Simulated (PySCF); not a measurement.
Compound: H₁₁NSi₅.
Bonds: N1–Si2, Si2–Si3, Si3–Si4, Si4–Si5, Si5–Si6, Si2–Si6. Hydrogens: H7, H8 on N1; H9 on Si2; H10, H11 on Si3; H12, H13 on Si4; H14, H15 on Si5; H16, H17 on Si6.

Method used: PBE0-D3(BJ)/def2-SVP geometry optimisation, gas phase in PySCF.

(1) List the bond lengths, angles and torsions at this level.

Answers

(1) 
```json
{"bond": "N1–Si2", "length (bohr)": "3.306", "order": "single"}
{"bond": "Si2–Si3, Si2–Si6", "length (bohr)": "4.430", "order": "single"}
{"bond": "Si3–Si4, Si5–Si6", "length (bohr)": "4.452", "order": "single"}
{"bond": "Si4–Si5", "length (bohr)": "4.469", "order": "single"}
{"bond": "N1–H7, N1–H8", "length (bohr)": "1.918", "order": "single"}
{"bond": "Si2–H9", "length (bohr)": "2.838", "order": "single"}
{"bond": "Si3–H10, Si6–H16", "length (bohr)": "2.829", "order": "single"}
{"bond": "Si3–H11, Si6–H17", "length (bohr)": "2.831", "order": "single"}
{"bond": "Si4–H12, Si5–H15", "length (bohr)": "2.830", "order": "single"}
{"bond": "Si4–H13, Si5–H14", "length (bohr)": "2.828", "order": "single"}
```

Bonds in one row agree within 0.02 bohr and their mean is given. Orders are formal, as drawn. A selection of angles:
```json
{"angle": "Si2–N1–H7", "degrees": "119.8"}
{"angle": "H7–N1–H8", "degrees": "110.3"}
{"angle": "N1–Si2–Si3", "degrees": "102.2"}
{"angle": "N1–Si2–H9", "degrees": "117.1"}
{"angle": "Si3–Si2–Si6", "degrees": "101.0"}
{"angle": "Si3–Si2–H9", "degrees": "116.1"}
{"angle": "Si2–Si3–Si4", "degrees": "98.1"}
{"angle": "Si2–Si3–H10", "degrees": "112.0"}
{"angle": "Si2–Si3–H11", "degrees": "113.9"}
{"angle": "Si4–Si3–H10", "degrees": "111.2"}
{"angle": "Si4–Si3–H11", "degrees": "112.6"}
{"angle": "H10–Si3–H11", "degrees": "108.9"}
{"angle": "Si3–Si4–Si5", "degrees": "105.4"}
{"angle": "Si3–Si4–H12", "degrees": "112.2"}
{"angle": "Si3–Si4–H13", "degrees": "109.6"}
{"angle": "Si5–Si4–H12", "degrees": "111.3"}
{"angle": "Si5–Si4–H13", "degrees": "110.2"}
{"angle": "H12–Si4–H13", "degrees": "108.2"}
{"angle": "Si5–Si6–H17", "degrees": "112.5"}
```

Dihedral angles: N1–Si2–Si3–Si4 -51° (synclinal); Si2–Si3–Si4–Si5 -32° (synclinal); Si3–Si4–Si5–Si6 0° (synperiplanar); Si4–Si5–Si6–Si2 32° (synclinal); N1–Si2–Si6–Si5 52° (synclinal).

N1 (silicon-bound nitrogen) has angles 119.8°, 119.7° and 110.3°, sum 349.8°, 0.22 Å off the plane of its three neighbours. Si2 (SiH silicon) is distorted tetrahedral (angles from 101.0° to 117.1°). The 5-membered ring Si2–Si3–Si4–Si5–Si6 has internal angles of 98.0° to 105.4°; it is puckered, 0.38 Å rms from its mean plane, widest ring torsion 54°. Si4 (SiH2 silicon) is distorted tetrahedral (angles from 105.4° to 112.2°). Si3 (SiH2 silicon) is distorted tetrahedral (angles from 98.1° to 113.9°). The Si–Si distances run from 2.344 Å (Si2–Si3, drawn single) to 2.365 Å (Si4–Si5, drawn single), a spread of 0.021 Å.

Point group: Cs (every atom within 0.08 Å of its image). Stationary, but not proved a minimum. One conformer, not necessarily the lowest (H–N1–Si2–Si3 -57° and 161°, N1–Si2–Si3–Si4 -51°, Si2–Si3–Si4–Si5 -32°, Si3–Si4–Si5–Si6 0°, Si4–Si5–Si6–Si2 32°).
